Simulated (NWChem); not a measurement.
Molecule: C3H7NSi; SMILES C#CC[SiH2]N

```xyz
12

C      0.6371    -2.4773     0.2209
C     -0.1411    -1.6104    -0.1054
C     -1.0244    -0.5083    -0.4662
Si    -0.3740     1.1308     0.2588
N      1.2550     1.3323    -0.2987
H      1.2926    -3.2718     0.4946
H     -2.0426    -0.6892    -0.0953
H     -1.0907    -0.4090    -1.5576
H     -1.1724     2.2771    -0.2570
H     -0.5773     1.0658     1.7386
H      1.7146     2.2284    -0.1895
H      1.9054     0.5723    -0.1295
```
Atoms are numbered in this order, from 1.

Results from NWChem. Pople sets run with spherical d functions. Structure relaxed at the B3LYP/6-31G* (spherical d) level. GIAO values for the isolated, static molecule; σ is the absolute isotropic shielding, δ = σ(reference) − σ with the isolated reference molecule computed at the same levels (13C: tetramethylsilane, 1H: tetramethylsilane).

### Question
Predict the results for Hartree-Fock/6-31G*. Quantities: δ C1 (ppm); δ C2 (ppm); δ H6 (ppm); δ H7 (ppm); δ H8 (ppm); δ H11 (ppm); δ H12 (ppm).

### Answer
```
Quantity     Value
-----------  -----
δ C1 (ppm)    67.4
δ C2 (ppm)    74.4
δ H6 (ppm)    2.02
δ H7 (ppm)    1.03
δ H8 (ppm)    1.42
δ H11 (ppm)  -0.01
δ H12 (ppm)   0.47
```
